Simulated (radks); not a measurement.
Values are calculated unless marked as measured or tabulated.
Species: the niobium ion Nb24+. Configuration: [Ne] 3s2 3p5 (the NIST ground configuration). Code: a radial shooting solver on a logarithmic mesh with Libxc functionals. Model: Dirac Kohn-Sham, BLYP, spin-unpolarised, spherical densities, point nucleus; open shells fill j = l - 1/2 first.

Unscreened Slater integrals over Kohn-Sham orbitals (cm^-1). Large and small components are both included. Empty in this configuration: 3d3/2.

integral,value
"F0(3p3/2,3p3/2)",508780
"F2(3p3/2,3p3/2)",256520
"F0(3p3/2,3p1/2)",513450
"G2(3p3/2,3p1/2)",257760
"F0(3p3/2,3s1/2)",503180
"G1(3p3/2,3s1/2)",328000
"F0(3p3/2,2p3/2)",675220
"F2(3p3/2,2p3/2)",167220
"G0(3p3/2,2p3/2)",66577
"G2(3p3/2,2p3/2)",72615
"F0(3p3/2,3d3/2)",533740
"F2(3p3/2,3d3/2)",257100
"G1(3p3/2,3d3/2)",275640
"G3(3p3/2,3d3/2)",183790
"F0(3p1/2,3p1/2)",518310
"F0(3p1/2,3s1/2)",507570
"G1(3p1/2,3s1/2)",327530
"F0(3p1/2,2p3/2)",686030
"G2(3p1/2,2p3/2)",72146
"F0(3p1/2,3d3/2)",539500
"G1(3p1/2,3d3/2)",285390
"F0(3s1/2,3s1/2)",498840
"F0(3s1/2,2p3/2)",654640
"G1(3s1/2,2p3/2)",65096
"F0(3s1/2,3d3/2)",527590
"G2(3s1/2,3d3/2)",209620
"F0(2p3/2,2p3/2)",1453500
"F2(2p3/2,2p3/2)",691410
"F0(2p3/2,3d3/2)",732960
"F2(2p3/2,3d3/2)",217330
"G1(2p3/2,3d3/2)",197190
"G3(2p3/2,3d3/2)",113580
"F0(3d3/2,3d3/2)",575860
"F2(3d3/2,3d3/2)",295930
